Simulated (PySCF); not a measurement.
**ZrN at LC-ωPBE**

Level: LC-ωPBE. PySCF, spin-free X2C with a Gaussian nucleus, basis sets Zr x2c-TZVPPall, N x2c-TZVPPall.

For ZrN, the state is ²Σ⁺ (doublet), unpaired electrons σ ↑, the bond length is 0.1651 nm and the harmonic wavenumber is 1143 cm⁻¹. The force constant is 9.33 mdyn/Å. The rotational constant Be is 0.5107 cm⁻¹, the anharmonicity ωexe is 3.26 cm⁻¹ and the vibration–rotation constant αe is 0.00197 cm⁻¹. The bond order (Mayer) is 3.17 and the dipole moment (positive dipole means Zr(−)N(+)) is -4.09 D.

De is left out where the level can put another filling of the metal’s s and d shells below the measured ground configuration, by anything from nothing to about 1 eV. Spin–orbit coupling is left out, which matters for elements this heavy, above all for dissociation energies. The state is the lowest single determinant that the PBE0 search found; with open d or f shells the true ground state can be another one.
